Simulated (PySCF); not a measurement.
Ionisation energy of Zr³⁺ by level of theory

Zr³⁺ [Kr] 4d1 [4d3/2^1, M_J = 3/2] → Zr⁴⁺ [Kr], as a difference of total energies. Computed with PySCF 2.14 in x2c-TZVPall-2c, with the two-component X2C-1e Hamiltonian. Correlated levels: [Ar] 3d10 frozen; the 6 highest virtual spinors dropped. "Screened" scales the spin-orbit matrix elements by Boettger's factors to mimic the two-electron term; Breit and QED terms are absent.

| method | ionisation energy (eV) | error (eV) |
| --- | --- | --- |
| GHF (spin-free) | 33.419 | -0.999 |
| GMP2 (spin-free) | 33.658 | -0.760 |
| GHF (screened spin-orbit) | 33.503 | -0.915 |
| GMP2 (screened spin-orbit) | 33.759 | -0.659 |

Reference: 34.418 eV (measured; NIST Atomic Spectra Database, ionization energies).

The spin-free rows lack the spin-orbit shift.

Errors of the correlated levels include the incompleteness of this basis and the frozen core.
